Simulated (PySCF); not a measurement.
## Spin states of HBr⁺

Unrestricted PBE0; basis H def2-TZVPPD, Br def2-TZVPPD; no relativity; PySCF 2.14. Outer shells of the fragments: H 1s1; Br+ 3d10 4s2 4p4.

Followed along the bond (rough minima from three points):

```
2Ms+1   unpaired  ⟨S²⟩ at the start  R at minimum (Å)  Te (eV)
    2        π ↑               0.75              1.46     0.00
    4  σ ↑, π ↑↑               3.75  none in the scan   ≤ 5.72
```

Solutions found at the starting distance of 1.535 Å, counted from the lowest of them; the search is not exhaustive and high or unbound solutions are not listed, so other states can lie among these:

```csv
2Ms+1,unpaired,term,E (eV),⟨S²⟩,⟨Lz²⟩,μ (D)
2,π ↑,²Π,0.00,0.75,1.01,-1.73
2,σ ↑,²Σ⁺,3.51,0.76,0.00,-2.39
4,"σ ↑, π ↑↑",⁴Σ⁻,6.29,3.75,0.00,0.41
4,"σ ↑↑, π ↑",⁴Π,8.10,3.75,1.01,-0.20
```

A term symbol is given only where ⟨S²⟩ and ⟨Lz²⟩ are close to those of a pure state; real π, δ and φ orbitals otherwise mix terms. A positive dipole points towards Br; it is taken about the centre of mass and depends on that origin.

Spin–orbit coupling is left out. Counting both spins, an empty level lies below a filled one in some of these solutions, because spin and occupation are held.
